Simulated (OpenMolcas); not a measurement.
# Mn5+, Tc5+, Re5+: d² down the group

- Program: OpenMolcas
- Method: RASSCF
- Basis: ANO-RCC-VTZP
- Scalar Hamiltonian: DKH2, point nucleus
- Spin-orbit coupling: RASSI with atomic mean-field integrals over the reference wave functions, term energies averaged over their components

Active space for each ion: 8 electrons in 8 orbitals (RAS1 p, at most 2 holes; RAS2 d).

Computed levels in cm-1 above ³F₂:

```json
{"Level": "³F₃", "Mn5+": "782", "Tc5+": "2166", "Re5+": "8547"}
{"Level": "³F₄", "Mn5+": "1770", "Tc5+": "4603", "Re5+": "15674"}
{"Level": "¹D₂", "Mn5+": "17209", "Tc5+": "13505", "Re5+": "18542"}
{"Level": "³P₀", "Mn5+": "20662", "Tc5+": "14667", "Re5+": "15940"}
{"Level": "³P₁", "Mn5+": "20944", "Tc5+": "15594", "Re5+": "21044"}
{"Level": "³P₂", "Mn5+": "21558", "Tc5+": "17811", "Re5+": "30356"}
{"Level": "¹G₄", "Mn5+": "29505", "Tc5+": "22408", "Re5+": "30046"}
{"Level": "¹S₀", "Mn5+": "61673", "Tc5+": "45636", "Re5+": "54188"}
{"Level": "weight of ³F in the lowest level (%)", "Mn5+": "100", "Tc5+": "98", "Re5+": "90"}
```

Mixed levels, with the weight of the term that names them: Re5+ ¹D₂ (50 %), Re5+ ³P₂ (58 %).

Measured, with the error of the calculation in %. Measured levels: Mn5+ from Corliss and Sugar, J. Phys. Chem. Ref. Data 6, 1253 (1977).

```tsv
Level	Mn5+
³F₃	746 (+4.8)
³F₄	1669 (+6.1)
¹D₂	15336 (+12.2)
³P₀	17782 (+16.2)
³P₁	18057 (+16.0)
³P₂	18628 (+15.7)
¹G₄	25511 (+15.7)
```

The fine-structure level ³F₄ changes by a factor of 8.86 from Mn5+ to Re5+.

Without spin-orbit coupling ¹D lies 16264, 11402, 10795 cm-1 above ³F in that order; the difference to the level ¹D₂, of either sign, comes from spin-orbit coupling, which also lowers the zero.

Without dynamic correlation excited terms often stand tens of per cent too high (terms of higher spin than the ground term too low), and those without a measured partner can miss by more than the paired ones. Active for correlation alone: 3p; no level in the range computed is led by a configuration that opens it, so any true level of that kind is missing (holds for Mn5+). Active for correlation alone: 4p; no level in the range computed is led by a configuration that opens it, so any true level of that kind is missing (holds for Tc5+). Active for correlation alone: 5p; no level in the range computed is led by a configuration that opens it, so any true level of that kind is missing (holds for Re5+). Measured partners are found by configuration, term and J. A level has none where our copy of the source lacks it or the pairing is in doubt (some pairs that miss far off the trend of their configuration count as doubtful), and it then counts in no deviation. Only configurations of the active space appear.
